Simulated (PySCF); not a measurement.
**From a computed spectrum to the compound**

A species of 8 atoms with charge 0 has these harmonic modes (PBE0, small Gaussian bases with core potentials, PySCF 2.14.0):

```
cm⁻¹  km/mol  symmetry
  54    32.3        a1
  55     5.0         e
  55     5.0         e
  72     4.9         e
  72     4.9         e
 116     0.0        a2
 307     6.5        a1
 315     1.9        a1
 335    86.1         e
 335    86.1         e
 540    53.2         e
 540    53.2         e
1214   159.6        a1
1627    26.0         e
1627    26.0         e
3487    38.2        a1
3608    53.4         e
3608    53.4         e
```

(1) Which species is it, and in which structure?

## Answers

(1) PmCl3(NH3) (singlet in the valence; each metal's 4f electrons, 4 of them, lie in its core potential, out of spins and levels):
```xyz
8

Pm    0.0568   -0.0568    0.0568
Cl    1.1986    1.9266    1.1986
Cl   -1.9266   -1.1986    1.1986
Cl    1.1986   -1.1986   -1.9266
N    -1.4102    1.4102   -1.4102
H    -2.0202    2.0202   -0.8614
H    -0.8614    2.0202   -2.0202
H    -2.0202    0.8614   -2.0202
```
Ideal gas at 298.15 K and 1 bar: S = 441.9 J/(mol K), Cp = 120.8 J/(mol K), H − H(0 K) = 27.6 kJ/mol (rigid rotor, harmonic modes, spin degeneracy alone, that of the 4f electrons in the core included; the modes under 60 cm⁻¹ make these uncertain). An lcecp potential fixes the number of 4f electrons, so in runs with it no electron can move into or out of that shell.
 This is one of several that fit.
